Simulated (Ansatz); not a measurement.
F4Ge, SMILES `[F][Ge]([F])([F])[F]`, charge 0, multiplicity 1.

(1) Give a relaxed structure at PBE0-D4/def2-TZVP (Ansatz). (Estimate.)

## Answers

(1) Ansatz gave: 
Z-matrix (Å, degrees):
```
Ge
F 1 1.692
F 1 1.691 2 109.5
F 1 1.691 2 109.5 3 120.0
F 1 1.691 2 109.5 3 -120.0
```
Point group Td.
